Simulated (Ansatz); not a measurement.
Isolated molecules relaxed with PBE0-D4/def2-TZVP in Ansatz; ΔE leaves out vibrations. CCSD(T)/CBS is the MP2 limit (def2-TZVPP, def2-QZVPP) plus CCSD(T) − MP2 in def2-TZVPP, frozen cores. This one scheme is used for every species. One conformer a species, not always the lowest.

Consider the ligand exchange at the Si–C bond: `C[Si](O)(Cl)C#N` + H–F → `C[Si](O)(F)Cl` + `C#N`.

| species | CCSD(T)/CBS(def2) energy (Eh) |
| --- | --- |
| `C[Si](O)(Cl)C#N` | -957.36808 |
| H–F | -100.39570 |
| `C[Si](O)(F)Cl` | -964.48585 |
| `C#N` | -93.32098 |

(1) Work out ΔE.

Largest T1 diagnostic among the species: 0.014.

Results:

(1) ΔE = (-964.48585) + (-93.32098) − (-957.36808) − (-100.39570) = -0.04305 Eh = -113.0 kJ/mol.

In def2-TZVPP, CCSD(T) changes the Hartree–Fock value by +19.0 kJ/mol (the triples alone add +3.6 kJ/mol) and MP2 by +23.2 kJ/mol. The D4 term adds +5.8 kJ/mol with B3LYP and +3.5 kJ/mol with PBE0; it sums over pairs of atoms, weighted by their polarisabilities, and B3LYP, whose exchange is more repulsive, gets the larger term.

B3LYP here is the variant with VWN-RPA as its local correlation; programs differ in this.
